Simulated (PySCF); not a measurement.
B(H)(PH2)2 (BH₅P₂), SMILES PBP.

The structure is a stationary point at B3LYP-D3(BJ)/def2-TZVP. The values are those of a single conformer.

Calculation: TDDFT-PBE0/def2-SVPD run with PySCF.

Vertical excitations. Gas-phase values at a fixed geometry. State labels are in the subgroup Cs.

Question: Estimate the UV-visible absorptions. (Estimate from the structure and the level; the computed values follow.)

Answer: 
| state | symmetry | energy (eV) | λ (nm) | f | main pairs |
|---|---|---|---|---|---|
| S1 | A" | 4.41 | 281 | 0.169 | HOMO→LUMO 96 % |
| S2 | A' | 5.33 | 233 | 0.019 | HOMO−1→LUMO 87 % |
| S3 | A" | 5.96 | 208 | 0.000 | HOMO→LUMO+1 95 % |
| S4 | A" | 6.22 | 199 | 0.063 | HOMO−2→LUMO 93 % |
| S5 | A' | 6.36 | 195 | 0.025 | HOMO−3→LUMO 87 % |
| S6 | A" | 6.43 | 193 | 0.000 | HOMO→LUMO+2 93 % |
| S7 | A' | 6.89 | 180 | 0.037 | HOMO→LUMO+3 90 % |
| S8 | A' | 6.99 | 177 | 0.089 | HOMO−1→LUMO+1 88 % |
| S9 | A" | 7.30 | 170 | 0.161 | HOMO→LUMO+4 93 % |
| S10 | A' | 7.50 | 165 | 0.033 | HOMO−1→LUMO+2 88 % |
| T1 | A" | 3.28 | 378 | 0 | HOMO→LUMO 98 % |
| T2 | A' | 4.02 | 308 | 0 | HOMO−1→LUMO 98 % |
| T3 | A" | 5.45 | 227 | 0 | HOMO→LUMO+1 63 %, HOMO→LUMO+2 28 % |
| T4 | A' | 5.54 | 224 | 0 | HOMO−3→LUMO 96 % |
Triplets are in the Tamm–Dancoff approximation, which puts them higher than full response would, so one can lie above its singlet here.
